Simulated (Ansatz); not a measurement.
Ansatz results at the PBE0-D4/def2-TZVP geometry: HOMO energy (ωB97M-V/def2-TZVPP) -9.12 eV; HOMO–LUMO gap (PBE/def2-TZVPP) 4.18 eV; size of the dipole moment (B3LYP/def2-TZVPP) 0.80 D.

Each molecule was computed in one conformer, which needn't be the lowest.

(1) Which molecule gave them?
A. `O[SiH]1C=C(F)N1`
B. `B[SiH2]B(C)[SiH3]`
C. `OP[SiH2][SiH3]`
D. `C=C(O)Br`

Answers

(1) C. The others give `B[SiH2]B(C)[SiH3]`: -9.27, 2.44, 1.17; `O[SiH]1C=C(F)N1`: -8.83, 4.61, 0.36; `C=C(O)Br`: -9.21, 4.86, 2.19.

B3LYP here is the variant with VWN-RPA as its local correlation; programs differ in this.
